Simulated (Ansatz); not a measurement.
Program: Ansatz. Geometries: PBE0-D4/def2-TZVP. ΔE: electronic, gas phase. CCSD(T)/CBS is the MP2 limit (def2-TZVPP, def2-QZVPP) plus CCSD(T) − MP2 in def2-TZVPP, frozen cores. This one scheme is used for every species. Functionals use def2-TZVPP. HSE06 is defined as in plane-wave codes. For Ge outer-core shells are correlated without core-valence functions, which leaves a few kJ/mol of doubt a bond. Scalar relativity is left out up to krypton. One conformer a species, not always the lowest.

`[OH][Ge]([OH])([SiH3])[Cl]` + `N#CO` → `N#CO[SiH3]` + `[OH][GeH]([OH])[Cl]`  (cleavage of the Si–Ge bond)

Task: Is it downhill or uphill in electronic energy at CCSD(T)/CBS, and by how much? (Best estimate.)

Result: Ansatz gave: Downhill: ΔE = -70.3 kJ/mol.

Task: What do these levels give: BLYP-D4, B97M-V, PBE0-D4, HSE06-D4, B2PLYP, PBE-QIDH, PBE, revPBE, MP2/def2-QZVPP, SCS-MP2/def2-QZVPP, HF/CBS(def2), MP2/CBS(def2)? (Estimate.)

Result: The calculation gave: BLYP-D4 -60.8, B97M-V -70.0, PBE0-D4 -55.2, HSE06-D4 -55.0, B2PLYP -75.7, PBE-QIDH -69.6, PBE -50.5, revPBE -50.5, MP2/def2-QZVPP -78.0, SCS-MP2/def2-QZVPP -82.9, HF/CBS(def2) -100.2, MP2/CBS(def2) -76.6 kJ/mol.

Task: What do rigid-rotor, harmonic-oscillator terms from PBE0-D4/def2-TZVP frequencies (298.15 K, 1 bar) make of the CCSD(T)/CBS value? (Estimate.)

Result: Computed: ΔZPE = -1.6 kJ/mol, ΔH = -74.9 kJ/mol, ΔS = -3 J/(mol·K), ΔG = -74.1 kJ/mol.

Largest T1 diagnostic among the species: 0.014.

From PBE to PBE0 (25 % exact exchange), in def2-TZVPP and without D4, ΔE moves by −7.8 kJ/mol. The D4 term adds +5.1 kJ/mol with B3LYP and +3.1 kJ/mol with PBE0; it sums over pairs of atoms, weighted by their polarisabilities, and B3LYP, whose exchange is more repulsive, gets the larger term. In def2-TZVPP, CCSD(T) changes the Hartree–Fock value by +25.5 kJ/mol (the triples alone add +3.3 kJ/mol) and MP2 by +19.3 kJ/mol.

B3LYP here is the variant with VWN-RPA as its local correlation; programs differ in this.
